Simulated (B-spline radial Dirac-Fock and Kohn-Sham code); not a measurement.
## Auger parameter of xenon: the L3 level and its strongest L3-MM line

These are calculated numbers from a radial B-spline solver; the model is Dirac-Fock ΔSCF + Breit + QED. The modified Auger parameter α′ is the binding energy plus the kinetic energy of the Auger electron; it does not depend on the energy zero. For free ions it tends to fall with charge, since less charge screens the final holes.

| species | configuration | binding 2p3/2 (eV) | Auger line | kinetic (eV) | α′ (eV) |
| --- | --- | --- | --- | --- | --- |
| Xe | [Kr] 4d10 5s2 5p6 | 4787.1 | M4M5 J=4 | 3365.8 | 8153.0 |
| Xe⁺ | [Kr] 4d10 5s2 5p5 | 4798.2 | M4M5 J=4 | 3353.4 | 8151.6 |
| Xe²⁺ | [Kr] 4d10 5s2 5p4 | 4810.4 | M4M5 J=4 | 3340.0 | 8150.4 |
| Xe²⁺ | [Kr] 4d10 5s1 5p5 | 4812.0 | M4M5 J=4 | 3338.5 | 8150.5 |
| Xe²⁺ (Watson 2 Å) | [Kr] 4d10 5s2 5p4 | 4796.1 | M4M5 J=4 | 3354.4 | 8150.5 |
| Xe²⁺ (Watson 2.4 Å) | [Kr] 4d10 5s2 5p4 | 4798.4 | M4M5 J=4 | 3352.0 | 8150.4 |
| Xe³⁺ | [Kr] 4d10 5s2 5p3 | 4823.6 | M4M5 J=4 | 3325.8 | 8149.4 |
| Xe⁴⁺ | [Kr] 4d10 5s2 5p2 | 4837.8 | M4M5 J=4 | 3310.8 | 8148.6 |
| Xe⁴⁺ (Watson 2.2 Å) | [Kr] 4d10 5s2 5p2 | 4811.6 | M4M5 J=4 | 3337.0 | 8148.6 |
| Xe⁵⁺ | [Kr] 4d10 5s2 5p1 | 4852.8 | M4M5 J=4 | 3295.0 | 8147.9 |
| Xe⁶⁺ | [Kr] 4d10 5s2 | 4868.7 | M4M5 J=4 | 3278.5 | 8147.3 |
| Xe⁶⁺ (Watson 1.8 Å) | [Kr] 4d10 5s2 | 4820.8 | M4M5 J=4 | 3326.5 | 8147.3 |
| Xe⁷⁺ | [Kr] 4d10 5s1 | 4886.6 | M4M5 J=4 | 3260.2 | 8146.8 |
| Xe⁸⁺ | [Kr] 4d10 | 4905.1 | M4M5 J=4 | 3241.2 | 8146.4 |
